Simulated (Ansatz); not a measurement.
Relaxation of C₂H₆FInO (11 atoms, charge 0, multiplicity 1), to a largest force component of 0.02 eV/Å in at most 50 steps.

Theory: RKS r2SCAN/def2-SVP in Ansatz.

```xyz
11
Properties=species:S:1:pos:R:3
C -0.579 -0.404 -1.192
C 0.647 0.164 -0.577
F 0.654 1.548 -0.677
In 1.381 -0.133 1.748
O -0.499 0.362 2.277
H -1.506 0.083 -0.677
H -0.629 -1.462 -1.114
H -0.631 -0.057 -2.283
H 1.538 -0.243 -1.056
H 0.856 -0.942 1.597
H -1.168 1.028 1.975
```

Task: Where does it end, and by what steps?

Result: The run converged. After 24 steps the energy has fallen by 15.103 eV; H10 moved furthest, 1.25 Å. The start is strongly strained (largest force component 44 eV/Å).

```tsv
step	energy less start (eV)	largest force component (eV/Å)	accepted
0	0.0000	44.140	yes
1	-9.5778	11.655	yes
2	-10.9345	6.517	yes
3	-11.9539	3.452	yes
4	-12.9130	1.583	yes
5	-13.7715	1.508	yes
6	-14.4072	1.084	yes
7	-14.7936	0.709	yes
8	-14.9923	0.227	yes
9	-15.0280	0.354	yes
10	-15.0589	0.582	yes
11	-15.0497	1.308	no
12	-15.0793	0.330	yes
13	-15.0881	0.333	yes
14	-15.0930	0.137	yes
15	-15.0949	0.152	yes
16	-15.0949	0.160	no
17	-15.0973	0.030	yes
18	-15.0992	0.064	yes
19	-15.1002	0.136	yes
20	-15.1017	0.047	yes
21	-15.1024	0.038	yes
22	-15.1030	0.029	yes
23	-15.1029	0.046	no
24	-15.1032	0.017	yes
```

```xyz
11
Properties=species:S:1:pos:R:3
C -0.515 -0.472 -1.500
C 0.431 0.254 -0.570
F 0.012 1.587 -0.438
In 0.510 -0.501 1.502
O -0.138 0.963 2.721
H -1.540 -0.509 -1.098
H -0.173 -1.507 -1.662
H -0.558 0.032 -2.481
H 1.449 0.279 -1.000
H 0.931 -1.930 2.356
H -0.344 1.747 2.191
```

The run took 2.7 min on 2 threads of Intel(R) Xeon(R) Platinum 8259CL CPU @ 2.50GHz (Skylake/Cascade Lake) (shared host), peak memory 0.28 GiB.
